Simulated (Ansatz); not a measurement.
Born–Oppenheimer molecular dynamics of Cl2F3Ta (6 atoms, charge 0, multiplicity 1). It starts from a relaxed structure.

The calculation used RKS BLYP/def2-SVP in Ansatz.

```yaml
ensemble: NVE (velocity Verlet)
time_step: 1 fs
steps_asked: 150
starting_velocities_drawn_for: 1000 K
seed: 725603
```

First frame:

```xyz
6
Properties=species:S:1:pos:R:3
Ta -0.027 0.047 0.034
F 1.850 0.191 0.007
Cl 0.088 -0.153 2.384
F 0.087 -0.151 -1.857
Cl -1.178 2.041 -0.035
F -1.090 -1.507 0.007
```

(1) How far do the bonds stretch over the last three quarters of this one trajectory? (Pairs bonded in most of those frames.)

Results:

(1) 
| bond | mean (Å) | spread (Å) | shortest | longest |
| --- | --- | --- | --- | --- |
| Ta1–F2 | 1.876 | 0.047 | 1.81 | 1.95 |
| Ta1–Cl3 | 2.374 | 0.059 | 2.28 | 2.46 |
| Ta1–F4 | 1.908 | 0.019 | 1.88 | 1.94 |
| Ta1–Cl5 | 2.339 | 0.030 | 2.29 | 2.39 |
| Ta1–F6 | 1.878 | 0.015 | 1.85 | 1.91 |

Mean temperature of the second half: 505 K. The conserved energy stayed within 0.088 meV per atom of its start (net change 0.031 meV per atom), so the integration is sound. Over the second half the temperature averaged 0.50 of the 1000 K drawn at the start: a run that starts near a minimum puts about half its kinetic energy into the potential. A run of 0.15 ps of so small a system gives no equilibrium averages.

Run time: 6.4 min on 2 threads of Arm Neoverse V1, on a shared host, peak memory 0.15 GiB.
